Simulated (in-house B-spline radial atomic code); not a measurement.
Computed with a B-spline radial atomic code. Model: two electrons, singlet ground state, non-relativistic, full CI in B-splines with partial waves to l = 8 (at full coupling up to 3e-4 hartree above the limit, correlation up to 0.6 % small), density held at that of full coupling by Lieb maximisation.

W(λ) is the mean repulsion in the state of coupling λ less the Hartree energy of the fixed density. Its start is exact exchange, its initial slope is twice the second-order Görling-Levy correlation energy, and its area from 0 to 1 is E_xc. A straight curve means weak, dynamic correlation, and a curve that drops fast and flattens means strong correlation.

Command:
```bash
python run_ac.py task.json out
```
Settings (lengths in bohr, energies in hartree):
```
potential              ball
strength               1
lmax                   8
wall_radius            1.51
```

Time taken, with all properties: 7.5 s on 1 thread of Intel(R) Xeon(R) Processor @ 2.30GHz, on a shared host.

**W = mean repulsion less Hartree energy, and W of three functionals.**

Given: confinement empty hard sphere; hard wall radius 1.51 bohr; external potential zero inside.

Computed: LDA exchange minus exact 153.46 millihartree; SCAN exchange minus exact -12.623 millihartree.

```csv
coupling,W xc (hartree),W xc minus exchange (millihartree),kinetic minus Kohn-Sham (millihartree),LDA (PW92) W minus its exchange (millihartree),PBE W minus its exchange (millihartree),SCAN W minus its exchange (millihartree)
0,-1.1554,0,0,0,0,0
0.02,?,?,?,?,?,?
0.05,-1.161,-5.566,0.14,-25.61,-9.95,-4.83
0.12,-1.1685,-13.153,0.78,-49.35,-22.39,-11.33
0.25,-1.182,-26.638,3.27,-82.82,-42.69,-22.8
0.4,-1.1967,-41.271,8.01,-113.26,-63.08,-35.25
0.6,-1.2148,-59.362,17.03,-146.41,-86.83,-50.73
0.8,-1.2314,-75.975,28.64,-174.19,-107.71,-65.11
1,-1.2466,-91.258,42.37,-198.28,-126.42,-78.53
1.4,-1.2737,-118.35,74.73,-238.75,-158.92,-102.88
2,-1.3073,-151.89,131.38,-286.7,-198.85,-134.34
3,?,?,?,?,?,?
4.5,-1.393,-237.62,396.55,-408.97,-305.74,-223.91
7,-1.4377,-282.28,648.29,-477.68,-368.07,-276.88
10,-1.4698,-314.41,917.59,-531.31,-417.49,-317.11
```

Task: What belongs in the row 0.02?

Result: W xc (hartree): -1.1576; W xc minus exchange (millihartree): -2.241; kinetic minus Kohn-Sham (millihartree): 0.02; LDA (PW92) W minus its exchange (millihartree): -12.43; PBE W minus its exchange (millihartree): -4.12; SCAN W minus its exchange (millihartree): -1.96.

Task: What belongs in the row 3?

Result: W xc (hartree): -1.3496; W xc minus exchange (millihartree): -194.18; kinetic minus Kohn-Sham (millihartree): 235.92; LDA (PW92) W minus its exchange (millihartree): -346.26; PBE W minus its exchange (millihartree): -250.15; SCAN W minus its exchange (millihartree): -176.65.

Task: What is the PBE exchange minus exact?

Result: 47.932 millihartree.

**Energy parts, natural occupations and partial-wave weights.**

Computed: total energy 5.4489 hartree; exchange energy -1.1554 hartree; correlation energy -0.048887 hartree; kinetic part of the DFT correlation energy 0.042371 hartree; kinetic part over minus potential part 0.4643; Hartree energy 2.3108 hartree; Lieb Oxford ratio E_xc over LDA exchange 1.202.

| natural | occupation of the shell (electrons) |
| --- | --- |
| s | 1.9841 |
| p | 0.014827 |
| d | 0.00056835 |
| s | ? |
| f | 7.3399e-05 |
| p | 5.962e-05 |

Task: What belongs in the row s?

Result: occupation of the shell (electrons): 0.00032809.

```tsv
wave	weight
s	0.99221
p	?
d	0.00029174
f	3.9067e-05
g	8.8199e-06
```

Task: What belongs in the row p?

Result: weight: 0.0074447.

Task: What is the initial slope twice GL2?

Result: -0.11255 hartree.

Task: What is the Kohn-Sham kinetic?

Result: 4.3424 hartree.

Half-way to full coupling W has made 55 % of its drop, against 50 % for a straight line, and second-order (GL2) theory, half the initial slope, overshoots the correlation energy by about 15 %: a moderate bend, as in light atoms. Over couplings 0 to 1 the errors in E_xc come to about +80 millihartree for LDA, +25 millihartree for PBE, -5.6 millihartree for SCAN, so SCAN is nearest. In LDA and PBE and SCAN the errors of exchange and correlation have opposite signs, so the sum is smaller than the larger of the two.
